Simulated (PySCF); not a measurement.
Fill in the blanks.

Species: C4H6O2Si.
SMILES: `O=C(O)C#CC[SiH3]`

Conformer (atom-mapped SMILES and torsion angles): `[O:1]=[C:2]([OH:3])[C:4]#[C:5][CH2:6][SiH3:7]`: H–O3–C2–O1 0°.

```tsv
property	level	value
point group of the GFN2-xTB geometry	GFN2-xTB	C1
rotational constants A, B, C of the GFN2-xTB geometry	GFN2-xTB	6.003, 0.764, 0.755 GHz
dipole moment	PBE0/def2-SVPD	2.87 D
HOMO energy	PBE0/def2-SVPD	-7.97 eV
LUMO energy	PBE0/def2-SVPD	-1.25 eV
lowest singlet excitation	TDDFT PBE0/def2-SVPD	?
strongest line among the 6 lowest singlet transitions	TDDFT PBE0/def2-SVPD	S3 at 5.71 eV (217 nm, f = 0.214)
lowest triplet excitation (Tamm–Dancoff)	TDA PBE0/def2-SVPD	4.31 eV
static isotropic polarisability	PBE0/def2-SVPD	?
electronic spatial extent ⟨r²⟩ about the centre of nuclear charge	PBE0/def2-SVPD	?
13C chemical shifts (computed TMS as zero) by class	GIAO PBE0/pcSseg-1	158.5 (1 C), 97.9 (1 C), 77.5 (1 C), 0.8 (1 C) ppm
1H chemical shifts (computed TMS as zero) by class	GIAO PBE0/pcSseg-1	?
isotropic shieldings of nuclei other than C and H, by class	GIAO PBE0/pcSseg-1	-116 (1 O), 119 (1 O), 416 (1 Si) ppm
```

Electronic properties: PySCF, gas phase, density fitting.

Q: Give the 1H chemical shifts (computed TMS as zero) by class.

A: 6.14 (1 H), 4.08 (3 H), 2.01 (2 H) ppm.

Q: Give the static isotropic polarisability.

A: 86.1 au.

Q: What is the lowest singlet excitation?

A: 4.82 eV (257 nm, f = 0.000).

Q: Give the electronic spatial extent ⟨r²⟩ about the centre of nuclear charge.

A: 1489 bohr².

With B = h/(8π²I), that is 505.379 GHz u Å² over I, the principal moments of inertia are 84.2, 661.2 and 668.9 u Å² (most abundant isotopes); the inertial defect Ic − Ia − Ib is -76.5 u Å² (zero for a rigid planar frame, negative otherwise). In wavenumbers S1 is 38900 cm⁻¹ (1 eV = 8065.54 cm⁻¹). The polarisability is 12.76 Å³ as a volume (1 au = 0.148185 Å³), or 1.44 au for each of the 60 electrons. The dipole equals about 9.6 × 10⁻³⁰ C·m (1 D = 3.33564 × 10⁻³⁰ C·m). No computed singlet falls in the visible range (750 to 380 nm, 1.65 to 3.26 eV); S1 lies 1.56 eV above its blue end.

One conformer stands for the species.
